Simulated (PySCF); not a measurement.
C3H9FSi, SMILES C([Si@@H](F)C)C. Geometry optimised at PBE-D3(BJ)/def2-SVP. The structure was generated by enumeration; whether it is a known compound was not checked. One conformer was computed; it need not be the lowest.

Computed equilibrium geometry at PBE-D3(BJ)/def2-SVP (PySCF confirms it by a frequency run) as Cartesian coordinates in Å (one conformer of several):
```xyz
14

C      1.7809    -1.5452     0.0033
C      1.0901    -0.3956    -0.7458
Si    -0.2140     0.5051     0.2723
C     -1.6398    -0.6147     0.7535
F     -0.8133     1.7401    -0.6443
H      2.5581    -2.0345    -0.6187
H      1.0603    -2.3343     0.3032
H      2.2801    -1.1903     0.9292
H      1.8365     0.3571    -1.0815
H      0.6000    -0.7677    -1.6726
H      0.4085     1.1303     1.4932
H     -1.2867    -1.4377     1.4088
H     -2.4225    -0.0551     1.3040
H     -2.1061    -1.0679    -0.1451
```
